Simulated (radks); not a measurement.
These are the eigenvalues of the occupied orbitals of an atom or ion with whole-number occupations (eV). Method: Dirac Kohn-Sham, LDA (Slater exchange, Perdew-Wang correlation), spin-unpolarised, spherical densities, finite nucleus; Fermi nuclear charge, rms radius of each element as measured or else 0.836 A^(1/3) + 0.57 fm; computed with a radial shooting solver on a logarithmic mesh with Libxc functionals.

| orbital | eigenvalue |
|---|---|
| 1s1/2 | -29711.66 |
| 2s1/2 | -6745.690 |
| 2p1/2 | -6568.713 |
| 2p3/2 | -6354.903 |

Which element is it, and in what charge state? The configuration may be excited. Open shells, if any, fill j = l - 1/2 first.

Answer. Z = 48, cadmium, charge +41: Cd41+ in [He] 2s2 2p3. The list shows which subshells hold electrons but not how many an open one holds; the 1s level, -1091.9 hartree, gives Z - s = 46.7 by -(Z - s)^2/2, which with screening and relativity narrows Z to a few neighbours, and the depths of the outer levels then fix element, charge and occupations together.
